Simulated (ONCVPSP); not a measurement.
**Scattering properties, ONCV potential for aluminium (Al)**

ONCVPSP 4.0.1 input, shortened (lines: element, Z, core and valence counts, functional; n l f; lmax; l rc ep ncon nbas qcut; lloc lpopt rc5 dvloc0; l nproj debl; icmod fcfact rcfact), LDA (Perdew-Wang 92), scalar-relativistic:

```
  Al 13.00    3    1  -001012      upf
    1    0    2.00
    2    0    2.00
    2    1    6.00
    3    0    1.00
    1
    0    2.10    0.00    4    8    2.90
    1    1.95    0.06    5    9    3.40
    4    5    1.45    2.00
    0    2    2.10
    1    2    2.50
    3    2.75    1.65
```

In the p channel the program set the typed energies aside and used 0.050, 2.550 Ha.

The phase is arctan(r·R′/R) of the radial function R(r), unwrapped; energies in Ha, scanned from -2 to 5 Ha. A pole is an energy at which the radial function vanishes at the test radius. The pseudo phase is shifted by a multiple of π to meet the all-electron one at the reference energy, and phase errors are pseudo minus all-electron; the curves can meet again beyond the range given. Levels narrower than the energy grid can be missing from the lists of poles.

```tsv
channel	radius (bohr)	reference energy (Ha)	poles, all-electron	poles, pseudo	unbroken range about the reference energy with phases within 0.05 rad	phase error 1 Ha above the reference energy (rad)
s	2.13	-0.88	0.39	0.39, 3.95	below 2.2	-0.000
p	1.99	0.05	1.21	1.21	below 3.5	-0.001
```

Note: no bound ghost flagged; GHOST(+) flagged for s at 107.3 eV.

Phases in the p channel:

| E (Ha) | all-electron | pseudo |
| --- | --- | --- |
| -1.98 | 1.067 | 1.049 |
| -1.62 | 0.908 | 0.890 |
| -1.26 | 0.596 | 0.574 |
| -0.90 | -0.043 | -0.061 |
| -0.54 | -0.761 | -0.765 |
| -0.18 | -1.142 | -1.142 |
| 0.18 | -1.330 | -1.331 |
| 0.54 | -1.441 | -1.441 |
| 0.90 | -1.518 | -1.518 |
| 1.26 | -1.578 | -1.579 |
| 1.62 | -1.634 | -1.634 |
| 1.98 | -1.692 | -1.693 |
| 2.34 | -1.764 | -1.764 |
| 2.70 | -1.871 | -1.871 |
| 3.06 | -2.071 | -2.075 |
| 3.42 | -2.588 | -2.625 |
| 3.78 | -3.627 | -3.714 |
| 4.14 | -4.180 | -4.236 |
| 4.50 | -4.387 | -4.429 |
| 4.86 | -4.490 | -4.527 |
